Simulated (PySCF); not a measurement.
System: sum formula H3SiSO3, charge -1, multiplicity 1. It need not be the lowest isomer of its formula. Whether it binds its extra electron was not tested at this geometry. SMILES: O[Si]([S-])(O)O
Structure (B3LYP-D3(BJ)/def2-TZVP (Ansatz) minimum search):
```
Si
O 1 1.6791
H 2 0.9612 1 107.88
O 1 1.6791 2 103.96 3 -143.56
H 4 0.9612 1 107.88 2 107.91
O 1 1.6791 2 103.96 3 107.91
H 6 0.9612 1 107.88 2 -143.56
S 1 2.0407 2 114.54 3 -17.82
```
Charge -1, spin multiplicity 1.

Dispersion corrections to the total energy (kcal/mol) from the dftd3 and dftd4 libraries through PySCF: D3(BJ) without and D4 with the three-body term, each with the damping fitted for the functional named.

```csv
functional,D3(BJ),D4
CAM-B3LYP,(withheld),-4.48
TPSS,-5.48,(withheld)
B2PLYP,-3.81,-3.64
PW6B95,(withheld),-4.56
revPBE,-10.38,-15.23
PBE0,-3.78,-4.40
BLYP,-9.46,-11.52
```

Problem. Fill in the missing entries.

Solution. 
- CAM-B3LYP, D3(BJ): -3.59
- TPSS, D4: -7.06
- PW6B95, D3(BJ): -2.43
